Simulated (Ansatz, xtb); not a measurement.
Two structures of BH5InOSi

Structure I: a doublet given by its coordinates. Structure II: `B[O][In][SiH3]`, a doublet. Both are isolated molecules in the gas phase, relaxed with PBE0-D3(BJ)/def2-SVP; the shapes shown needn't be the lowest conformers.

I (Å):

```xyz
9

B    -1.0011   -0.5310    2.7117
In    1.8147   -1.9093    1.9992
O     0.6486   -1.1793    0.3663
Si   -0.7922   -0.4612    0.5738
H    -0.0700    0.1457    3.1129
H    -1.0247   -1.7246    2.9584
H    -1.9529   -1.2073    0.0021
H    -2.0677    0.0319    2.4884
H    -0.8370    0.9795    0.1825
```

Close contacts (Å): B1–Si4 2.15, In2–O3 2.14, O3–Si4 1.62, B1–H5 1.22, B1–H6 1.22, B1–H8 1.23, Si4–H7 1.49, Si4–H9 1.49.

II (Å):

```xyz
9

B    -0.0394   -0.5925    4.3444
In    0.6061   -0.5196    1.2886
O    -0.4329   -0.6836    3.0746
Si   -1.1849   -0.8580   -0.6995
H    -0.8703   -0.7315    5.2288
H     1.1278   -0.3739    4.6490
H    -2.2348    0.2020   -0.6026
H    -1.8088   -2.2112   -0.5763
H    -0.4810   -0.7481   -2.0126
```

Q: Estimate which is lower in electronic energy at CCSD(T)/def2-SVP + ΔMP2/def2-TZVPP, and by roughly how much.

A: Not settled: CCSD(T)/def2-SVP + ΔMP2/def2-TZVPP gives E(II) − E(I) = +22.5 kJ/mol, but this leans on the basis-set step: CCSD(T) alone gives −31.6 kJ/mol.

Level by level:

```
                             level              geometry  E(II) − E(I) (kJ/mol)  departure from the last row (kJ/mol)  job, with rough time for the two
              PBE0-D3(BJ)/def2-SVP  PBE0-D3(BJ)/def2-SVP                    −9.9                                 −32.4                optimisation, 93 s
                       HF/def2-SVP  PBE0-D3(BJ)/def2-SVP                   −65.1                                 −87.6           part of the CCSD(T) run
                      MP2/def2-SVP  PBE0-D3(BJ)/def2-SVP                   −34.7                                 −57.2           part of the CCSD(T) run
                  CCSD(T)/def2-SVP  PBE0-D3(BJ)/def2-SVP                   −31.6                                 −54.0                      single point
CCSD(T)/def2-SVP + ΔMP2/def2-TZVPP  PBE0-D3(BJ)/def2-SVP                   +22.5                                                      single point, 42 s
```

PBE0-D3(BJ)/def2-SVP, HF/def2-SVP, MP2/def2-SVP, CCSD(T)/def2-SVP put the two in the other order. The largest departure from CCSD(T)/def2-SVP + ΔMP2/def2-TZVPP is that of HF/def2-SVP, 87.6 kJ/mol. Levels run at GFN2-xTB geometries aren't shown. The last row adds to CCSD(T) the change of the MP2 difference between the two basis sets, here +54.0 kJ/mol, a large step that makes the value less sure.

With harmonic frequencies from PBE0-D3(BJ)/def2-SVP (ideal gas, rigid rotor, one conformer each, 298.15 K, 1 atm): on the last row, ΔE + ΔZPE = +21.4 kJ/mol. A mode under 50 cm⁻¹ makes harmonic enthalpies and free energies unreliable, so none is given.

Open shells are spin-unrestricted. The correlated steps freeze 11 core orbitals; the filled d shell of In is correlated, in a basis made for valence electrons. Atoms past krypton carry core potentials in the def2 sets and no spin–orbit term is included. Run with Ansatz 0.2.0; the last row on 2 threads of Intel(R) Xeon(R) 6975P-C (Granite Rapids) on a shared host.
